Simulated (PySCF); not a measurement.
How methods differ on the excitation energy of P(2+)

P(2+) [Ne] 3s2 3p1 (2P) → P(2+) [Ne] 3s2 4s1 (2S), as a difference of total energies. Computed with PySCF 2.14 in x2c-TZVPPall with one added diffuse shell each of s, p, d type (6s6p4d1f, 51 functions), with scalar relativity by spin-free X2C-1e. Correlated levels: valence: [Ne] frozen. The calculations carry no spin-orbit coupling.

| method | excitation energy (cm⁻¹) |
| --- | --- |
| UHF | 117060 |
| MP2 (valence) | 116840 |
| SCS-MP2 (valence) | 117080 |
| CCSD (valence) | 117860 |
| CCSD(T) (valence) | 117660 |
| CCSDT (valence) | 117610 |

A first-order spin-orbit estimate (lowest level to lowest level, LS coupling) adds 0.042 eV.

The promoted electron is Rydberg-like, and one or two diffuse shells describe it only roughly, which tends to raise the upper state.
